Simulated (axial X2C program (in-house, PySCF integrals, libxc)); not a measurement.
**What spin–orbit coupling does to VSe**

Calculated with an in-house all-electron X2C program for linear molecules (integrals from PySCF). Spin-free means the one-electron spin-free X2C Hamiltonian; two-component (2c) means X2C with spin–orbit coupling and atomic mean-field two-electron Coulomb and Gaunt terms, so the difference of the two also holds small scalar two-electron terms. Basis: Se dyall-cv3z [8s9p6d4f1g], V dyall-cv3z [10s10p6d4f2g] (cores contracted in-house); Gaussian nuclei, density fitting, unrestricted open shells. Masses: Se 79.917 u, V 50.944 u.

Spin-free state: M_S = 3/2, Λ = 0 (beyond evenly filled blocks: σα, δ+α, δ-α); fragments Se + V.

| level | Re (Å) | ωe (cm⁻¹) | μ (D) |
| --- | --- | --- | --- |
| B3LYP | 2.191 | 394.1 | 5.51 |

Dipoles are positive if V is the positive end.

Two-component determinant lowest at the distance of the search:

Ω = 3/2 (⟨Sz⟩ = 1.50, ⟨Lz⟩ = 0.00 at B3LYP); fragments Se + V.

```tsv
level	Re (Å)	ωe (cm⁻¹)	μ (D)
B3LYP	2.193	392.5	5.49
```

Q: From the two tables, how do the constants change at the B3LYP level (2c against spin-free)?

A: At the B3LYP level Re goes up by 0.002 Å and ωe goes down by 1.6 cm⁻¹.

The state is one determinant whose occupation by symmetry is held fixed; it was picked as the lowest of a PBE0 search that is not exhaustive. De is not given where an atomic determinant may have missed its ground term or J level, or where the truncated virtual space spoils (T). Density functionals use the spin component along the axis (collinear). The functionals have no current-density term, which raises determinants with orbital currents, atoms included. With several unpaired electrons one determinant need not be a pure state. This is the top spin component of a Σ state; components of lower Ω are not single determinants and can lie lower. The determinant is spin-polarised beyond a pure state at some levels (its spin-free form has ⟨S²⟩ too high), which makes Re and μ there less reliable.
